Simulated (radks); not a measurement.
Spherical jellium clusters: N electrons in a uniform positive sphere of charge N and radius rs N^(1/3), rs = 2.94 bohr. Method: non-relativistic Kohn-Sham, exchange-only LDA, spin-polarised, spherical densities; computed with a radial shooting solver with Libxc functionals. Levels are named by radial order and angular momentum (1s, 1p, 1d, 2s, ...), and open shells are averaged over m.

N = 5, configuration 1s2 1p(up 3, down 0). This is the lowest configuration that the search found. Occupied and some empty levels:

| level | occupation | eigenvalue (eV) | <r> (bohr) |
|---|---|---|---|
| 1s up | 1 | -5.6714 | 3.665 |
| 1s down | 1 | -4.0076 | 3.503 |
| 1p up | 3 | -3.0748 | 4.817 |
| 1p down | 0 | -1.2421 | 5.161 |
| 2s up | 0 | -0.69244 | 8.105 |
| 1d up | 0 | -0.52307 | 6.820 |

Energy (eV): total -2.61421, kinetic 14.091, external -150.87, Hartree 70.863, exchange-correlation -17.885, background 81.190.

Electron density:

| r (bohr) | n(r) (e/bohr^3) |
|---|---|
| 0.420 | 0.01040 |
| 1.12 | 0.01051 |
| 1.82 | 0.01048 |
| 2.53 | 0.009891 |
| 3.23 | 0.008477 |
| 3.93 | 0.006381 |
| 4.63 | 0.004155 |
| 5.33 | 0.002373 |
| 6.04 | 0.001242 |
| 6.74 | 0.0006177 |
| 7.44 | 0.0002973 |
| 8.14 | 0.0001402 |
| 8.85 | 0.00006528 |
